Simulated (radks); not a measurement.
Valence configurations of Tm+ (all share [Xe]). All-electron calculation, Dirac Kohn-Sham, PBE, spin-unpolarised, spherical densities, finite nucleus; open shells fill j = l - 1/2 first; Fermi nuclear charge, rms radius 5.2256 fm. Program: a radial shooting solver on a logarithmic mesh with Libxc functionals. Energies are relative to 4f13 6s1; eigenvalues in eV.

| valence | E (eV) | e(4f5/2) | e(4f7/2) | e(5d3/2) | e(6p1/2) | e(6s1/2) |
|---|---|---|---|---|---|---|
| 4f13 6s1 | 0.000 | -10.379 | -9.183 | - | - | -9.164 |
| 4f13 5d1 | 2.585 | -8.810 | -7.615 | -5.753 | - | - |
| 4f12 6s2 | 3.324 | -19.006 | -17.738 | - | - | -10.801 |
| 4f12 5d1 6s1 | 4.750 | -16.674 | -15.407 | -8.195 | - | -9.891 |
| 4f13 6s0.5 6p0.5 | 1.681 | -10.999 | -9.803 | - | -6.148 | -9.527 |
| 4f14 | 2.509 | -4.411 | -3.285 | - | - | - |
| 4f12.5 6s1.5 | 0.796 | -14.464 | -13.232 | - | - | -9.985 |
| 4f12 5d2 | 6.677 | -14.720 | -13.455 | -6.965 | - | - |
| 4f11.5 5d2.5 | 10.577 | -18.007 | -16.707 | -7.560 | - | - |
| 4f13 6p1 | 3.377 | -11.609 | -10.412 | - | -6.470 | - |

NIST lists [Xe] 4f13 6s1 as the ground configuration; this level of theory agrees among the configurations tried. The energies are those of spherical spin-averaged densities, not of single terms.
